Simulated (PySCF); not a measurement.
# Radial density of Ti (titanium, neutral)

UHF, [Ar] 3d2 4s2, high-spin 3F determinant. Calculation: PySCF 2.14, in x2c-TZVPall (6s5p4d1f, 48 functions); the spin-free X2C one-electron Hamiltonian (Gaussian nucleus).

| r (bohr) | 4πr²ρ (e/bohr) | 4πr²(ρα − ρβ) |
| --- | --- | --- |
| 0.00132 | 0.1936 | 0.0000 |
| 0.00222 | 0.4960 | 0.0000 |
| 0.00374 | 1.252 | 0.0000 |
| 0.00629 | 3.034 | 0.0001 |
| 0.0106 | 6.848 | 0.0002 |
| 0.0178 | 13.67 | 0.0004 |
| 0.0299 | 22.27 | 0.0005 |
| 0.0503 | 26.13 | 0.0001 |
| 0.0847 | 21.06 | -0.0009 |
| 0.142 | 21.65 | 0.0065 |
| 0.240 | 27.96 | 0.0744 |
| 0.403 | 13.63 | 0.3807 |
| 0.678 | 8.808 | 1.0238 |
| 1.14 | 8.382 | 1.2490 |
| 1.92 | 1.946 | 0.6483 |
| 3.23 | 0.7467 | 0.1214 |
| 5.43 | 0.2129 | -0.0161 |
| 9.13 | 0.008096 | -0.0020 |

Densities and radii are taken from the X2C orbitals without a picture-change correction, which distorts them close to the nucleus.

Where is the radial spin density 4πr²(ρα − ρβ) most negative, and why is it negative at all?

Around r = 5.43 bohr, down to -0.0161 e/bohr: exchange with the open shell polarises the paired shells in an unrestricted calculation.
